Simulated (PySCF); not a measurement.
`Cc1ccc([SiH3])cc1C=O`, C₈H₁₀OSi

Geometry:
```
atom   x (Å)   y (Å)   z (Å)
  C1  -2.727  -0.361   0.218
  C2  -1.233  -0.320   0.131
  C3  -0.529  -1.434  -0.330
  C4   0.861  -1.438  -0.426
  C5   1.621  -0.317  -0.063
 Si6   3.493  -0.303  -0.219
  C7   0.919   0.799   0.403
  C8  -0.477   0.817   0.504
  C9  -1.088   2.063   1.011
 O10  -2.266   2.272   1.163
 H11  -3.183   0.422  -0.406
 H12  -3.074  -0.156   1.241
 H13  -3.105  -1.341  -0.102
 H14  -1.088  -2.328  -0.621
 H15   1.361  -2.340  -0.791
 H16   4.104   0.367   0.970
 H17   3.989  -1.710  -0.314
 H18   3.928   0.440  -1.442
 H19   1.462   1.701   0.708
 H20  -0.334   2.855   1.263
```

The calculation used TDDFT CAM-B3LYP/aug-cc-pVDZ excited states, vertical, gas phase (PySCF). Geometry: PBE0-D3(BJ)/def2-SVP.

(1) Give the one- and two-photon strengths of the lowest singlets.

Answers

(1) δ for parallel linear polarisation; σ at the peak of a Lorentzian of half width 0.1 eV, single beam; Ω is circular over linear.
```tsv
state	E (eV)	f	photon λ (nm)	δ (au)	σ (GM)	Ω	main
S1	3.83	0.000	647	<0.1	0.00	–	HOMO−1→LUMO 0.86
S2	4.76	0.037	521	19.8	0.16	1.49	HOMO→LUMO 0.73, HOMO−2→LUMO+1 0.11
S3	5.32	0.137	466	120	1.25	0.68	HOMO−2→LUMO 0.65, HOMO→LUMO+1 0.17
S4	6.16	0.776	403	30.9	0.43	1.26	HOMO→LUMO+1 0.71, HOMO−2→LUMO 0.20
S5	6.24	0.007	398	0.26	0.00	1.49	HOMO−1→LUMO+1 0.91
S6	6.35	0.184	390	6.71	0.10	1.46	HOMO−2→LUMO+1 0.79, HOMO→LUMO 0.09
```

Among these, the strongest one-photon state is S4, the strongest two-photon state S3, with a dipole change of 1.5 D (relaxed, norm of the difference vector).
